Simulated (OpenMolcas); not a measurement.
**Zr: effect of the IPEA shift**

- Program: OpenMolcas
- Basis: ANO-RCC-VTZP [7s6p4d2f1g]
- Scalar Hamiltonian: DKH2, point nucleus
- Active space: 4 electrons in 9 orbitals (RAS2 4d 5s; RAS3 5p, at most 2 electrons)
- State averaging: 2S+1 = 3 even, 60 roots (55 in the spin-orbit step); 2S+1 = 5 even, 15 roots kept (CI in the orbitals of an earlier block, 10 in the spin-orbit step); 2S+1 = 1 even, 55 roots kept (CI in the orbitals of an earlier block, 43 in the spin-orbit step); 2S+1 = 3 odd, 87 roots (51 in the spin-orbit step); 2S+1 = 5 odd, 59 roots kept (CI in the orbitals of an earlier block, 39 in the spin-orbit step); 2S+1 = 1 odd, 67 roots kept (CI in the orbitals of an earlier block, 18 in the spin-orbit step)
- Spin-orbit coupling: RASSI with atomic mean-field integrals over the reference wave functions, term energies averaged over their components

Methods on the same reference wave functions:
A. RASSCF
B. MS-RASPT2, IPEA 0 Eh, imaginary shift 0.1 Eh (closed shells correlated: 4s 4p)
C. MS-RASPT2, IPEA 0.25 Eh, imaginary shift 0.1 Eh (closed shells correlated: 4s 4p)

Energies in cm⁻¹ above 4d² 5s² ³F₂, the measured ground level; measured values from NIST Handbook of Basic Atomic Spectroscopic Data.

```tsv
Level	A	B	C	Measured
4d² 5s² ³F₂	0.0	0.0	0.0	0.0
4d² 5s² ³F₃	483	502	497	570
4d² 5s² ³F₄	1067	1080	1076	1241
4d³ 5s ⁵F₁	4403	3190	3790	4871
4d³ 5s ⁵F₂	4562	3350	3950	5023
4d³ 5s ⁵F₃	4797	3590	4190	5249
4d² 5s² ³P₀	4842	2790	3530	4197
4d² 5s² ³P₁	4995	2950	3690	4376
4d³ 5s ⁵F₄	5103	3900	4490	5541
4d³ 5s ⁵F₅	5471	4260	4860	5889
4d² 5s² ¹G₄	9279	7390	7680	8057
4d² 5s 5p ⁵G°₃ [60 %]	10316	14280	14740	15201
4d² 5s 5p ⁵G°₄	10747	14900	15210	
4d² 5s 5p ⁵G°₅	11271	15530	15750	16317
4d² 5s 5p ⁵G°₆	11880	16140	16360	16978
4d³ 5s ⁵P₁	11998	9510	10220	10885
4d³ 5s ³F₂(1)	12091	10520	11380	
4d³ 5s ⁵P₂	12133	9640	10350	
4d³ 5s ⁵P₃	12361	9880	10580	11258
4d² 5s 5p ⁵F°₁	12454	15840	16190	16787
4d³ 5s ³F₃(1)	12459	11030	11670	
4d² 5s 5p ⁵F°₂	12641	16000	16460	17060
4d² 5s 5p ⁵F°₃	12919	16250	16790	17422
4d² 5s 5p ⁵F°₄	13281	16570	17170	17834
```

Deviations, from unrounded energies. A percentage is the sum of absolute deviations over the sum of measured energies, with the sign that they share, or ± where signs differ.

| Against measurement | Levels | A | B | C |
| --- | --- | --- | --- | --- |
| mean absolute deviation (cm-1) | 19 | 2100 | 1100 | 670 |
| fine structure of the ground term (%) | 2 | -14.4 | -12.6 | -13.2 |
| other terms of the ground configuration (%) | 3 | +14.9 | -21.1 | -10.5 |
| other configurations (%) | 14 | ±22.4 | -10.8 | -6.5 |

C lies closest to measurement on these levels and A furthest from it. The largest miss of C in the table is 4d³ 5s ⁵F₁, by -1100 cm-1. The ranking rests on the paired levels alone, and a cruder setting can come out closer through cancelling errors.

Between B and C the level of the table that moves most is 4d³ 5s ³F₂(1), by 860 cm-1 (lowest in B, highest in C). Moves below CASPT2's spread within the term are not significant.

The mean deviations of B to C differ by less than CASPT2's widest spread within a term (1600 cm-1), so their order carries little weight.

From A to B the spin-free energies of the other terms of 4d² 5s² shown, above ³F, scale by factors of 0.54 to 0.78.

The lowest spin-free term lies below A's lowest term by 0.320 hartree in B, 0.310 hartree in C.

CASPT2 breaks the degeneracy within a term, and the mean is taken; among the terms shown or strongly mixed into the levels shown the widest spread is 1600 cm-1 (4d² 5s² ³F, B). Over all roots computed the reference weight is 0.85 to 0.91 in B; the roots of lowest weight are the least certain, and an intruder state may touch them. Some high roots are left out of the spin-orbit mixing, which shifts the levels that they would mix with. Terms from blocks run as CI alone lack orbitals of their own. Configurations are named by rounded mean occupations; where the s occupation lies near a half they are strongly mixed, a name can repeat and a true partner stay unpaired. A single d shell beside an s shell can misplace configurations of different d count against each other. The CASPT2 spread within a term exceeds the gap to the next term for 4d² 5s² ³P and 4d³ 5s ⁵F, 4d³ 5s ³G and 4d³ 5s ³F(1), so the order of their levels is uncertain, and so are names and mixing where such terms share a J (figures for B; the like holds for C). Without dynamic correlation excited terms often stand tens of per cent too high (terms of higher spin than the ground term too low), and those without a measured partner can miss by more than the paired ones (holds for A). Some terms miss by over 15 % even with CASPT2, which points to a basis or an active space too small for the shells correlated (holds for B; C). Measured partners are found by configuration, term and J. A level has none where our copy of the source lacks it or the pairing is in doubt (some pairs that miss far off the trend of their configuration count as doubtful), and it then counts in no deviation. Only configurations of the active space appear. The table leaves out levels that lie high or whose names do not pair safely across all columns.

A share in square brackets marks a mixed level and gives the weight of the term that names it, the lowest over the columns. A number in round brackets counts repeated terms of one configuration in the order of the reference energies. ° marks odd parity.
